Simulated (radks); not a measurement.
Neutral oxygen, 8 electrons, occupied as [He] 2s2 2p4 (the NIST ground configuration). All-electron calculation, non-relativistic Kohn-Sham, r2SCAN, spin-unpolarised, spherical densities, point nucleus; meta-GGA in the generalised Kohn-Sham scheme. Program: a radial shooting solver on a logarithmic mesh with Libxc functionals.

Normalised radial functions P(r) = r R(r), r in bohr:

r,1s,2s
0.007743,0.3141,0.0732
0.00961,0.3841,0.0895
0.01183,0.4645,0.1082
0.01468,0.5636,0.1312
0.01808,0.6753,0.1571
0.02226,0.8042,0.1868
0.02763,0.9564,0.2218
0.03401,1.1192,0.2588
0.04188,1.2946,0.2981
0.05198,1.4833,0.3392
0.06399,1.6610,0.3757
0.07942,1.8261,0.4055
0.09779,1.9475,0.4197
0.1204,2.0113,0.4118
0.1494,1.9951,0.3706
0.184,1.8854,0.2904
0.2265,1.6807,0.1646
0.2811,1.3836,-0.0144
0.3461,1.0498,-0.2274
0.4296,0.7043,-0.4701
0.5289,0.4217,-0.6918
0.6512,0.2188,-0.8643
0.8082,0.0914,-0.9559
0.995,0.0313,-0.9419
1.235,0.0077,-0.8282
1.52,0.0014,-0.6541
1.872,0.0002,-0.4591
2.323,0.0000,-0.2764
2.861,0.0000,-0.1444
3.522,0.0000,-0.0621
4.371,0.0000,-0.0203

1s: eigenvalue -519.91 eV, 0 radial nodes, <r> = 0.199 bohr, 90 % of the charge inside 0.357 bohr. 2s: eigenvalue -25.275 eV, 1 radial node at r = 0.277 bohr, <r> = 1.14 bohr, 90 % of the charge inside 1.83 bohr.
